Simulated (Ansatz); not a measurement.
`C=C[Si](F)(F)F` + H₂Se → `F[Si](F)(F)[SeH]` + ethylene at 600 K and 1 bar (ligand exchange at the Si–C bond).

Computed with Ansatz on PBE0-D4/def2-TZVP structures; ΔE is electronic, products minus reactants. CCSD(T)/CBS adds triple-zeta CCSD(T) − MP2 to the extrapolated MP2 energy (def2 sets, frozen cores). This one scheme is used for every species. For Se outer-core shells are correlated without core-valence functions, which leaves a few kJ/mol of doubt a bond. Scalar relativity is left out up to krypton. One conformer a species, not always the lowest.

```
           species  CCSD(T)/CBS energy (Eh)  H − E (kJ/mol)  S (J/(mol·K))
  `C=C[Si](F)(F)F`               -666.56968           196.1          431.4
              H₂Se              -2401.89790            57.0          244.8
`F[Si](F)(F)[SeH]`              -2990.00244            97.9          418.1
             `C=C`                -78.48111           161.6          257.2
```

H − E and S are ideal-gas, rigid-rotor, harmonic terms from PBE0-D4/def2-TZVP, for one conformer and one mirror image of each species. 1 Eh = 2625.50 kJ/mol, R = 8.31446 J/(mol·K).

Problem. By hand: ΔE, ΔH, ΔS and ΔG.

Solution. ΔE = (-2990.00244) + (-78.48111) − (-666.56968) − (-2401.89790) = -0.01597 Eh = -41.9 kJ/mol. Δ(H − E) = 97.9 + 161.6 − 196.1 − 57.0 = 6.4, so ΔH = -35.5 kJ/mol. ΔS = 418.1 + 257.2 − 431.4 − 244.8 = -0.9 J/(mol·K). ΔG = -35.5 − 600 × (-0.9)/1000 = -35.0 kJ/mol.

Problem. By hand: the equilibrium constant, and the temperature at which ΔG would vanish if ΔH and ΔS stayed fixed.

Solution. log₁₀ K = −ΔG/(RT ln 10) = 3.0. ΔG = 0 at ΔH/ΔS = 39444 K, far beyond where these terms or the molecules hold.

The number of gas molecules stays the same, so ΔS is small and ΔH decides. A doubt of 5 kJ/mol in ΔE shifts log₁₀ K by 0.4 here. Other conformers and mirror images would add mixing entropy, several J/(mol·K) or more a flexible species. These are equilibria of isolated gas molecules and say nothing of rates. Largest T1 diagnostic: 0.012 (customary marks: 0.02 for closed shells, 0.045 for open ones).
